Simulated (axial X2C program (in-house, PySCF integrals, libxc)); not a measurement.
## RbH: from Re and ωe to a spectrum

A bond curve at the CCSD(T) level, two-component, was computed with an in-house relativistic program for diatomic molecules (basis Rb dyall-cv3z [12s13p8d4f1g], H dyall-v3z [6s2p1d] (cores contracted in-house)) for the state Ω = 0 (closed shell). Its fit gives Re = 2.3706 Å, ωe = 941.6 cm⁻¹, ωexe = 13.8 cm⁻¹ and αe = 7.024e-02 cm⁻¹; the masses are 84.9118 and 1.0078 u. Two-component means X2C with spin–orbit coupling and atomic mean-field Coulomb and Gaunt terms.

Correlated methods: 10 electrons correlated (number of frozen shells: Rb 3 s, 2 p, 1 d; H none), 194 virtual spin orbitals or spinors in MP2, 106 natural virtuals in coupled cluster.

Problem. Find the reduced mass, Be and the force constant.

Solution. From the CCSD(T) values: μ = 0.9960 u. Be = 16.8576/(μ Re²) = 3.012 cm⁻¹. k = 5.8918×10⁻⁷ μ ωe² = 0.52 mdyn/Å.

Problem. Give B0, the J = 1←0 line in GHz and the most populated J at 300 K (kT = 208.5 cm⁻¹).

Solution. B0 = Be − αe/2 = 2.977 cm⁻¹; 2B0 = 178.5 GHz; J(max) ≈ √(kT/2B0) − 1/2 = 5.4, so J = 5.

Problem. Estimate De from a Morse curve and compare with the computed well depth of 1.716 eV to Rb + H.

Solution. De(Morse) = ωe²/(4ωexe) = 1.991 eV against 1.716 eV computed, a ratio of 1.16. The extrapolation overshoots: the well softens faster than a Morse curve, or the lowest atomic limit lies below the one to which the curve heads.

Problem. A Morse curve ties αe to the other constants (Pekeris). How well does that hold?

Solution. αe(Morse) = 6Be²/ωe × (√(ωexe/Be) − 1) = 6.593e-02 cm⁻¹; the CCSD(T) curve gives 7.024e-02 cm⁻¹, a ratio of 0.94.

Problem. Scale the constants to the deuteride (D 2.0141 u) within the Born–Oppenheimer picture.

Solution. ρ = √(μH/μD) = 0.7115; ωe = 669.9, ωexe = 6.99, Be = 1.525 cm⁻¹; the zero-point energy falls by 134 cm⁻¹.

The state is one determinant whose occupation by symmetry is held fixed; it was picked as the lowest of a PBE0 search that is not exhaustive. Dissociation energies refer to the lowest single-determinant-based atoms at the same level and basis. Coupled cluster ran in a truncated set of natural virtual spinors; the MP2 energy of the rest was added. (T) has no such correction and the atoms are truncated less, which lowers De at CCSD(T) by a hundredth of an eV or more.
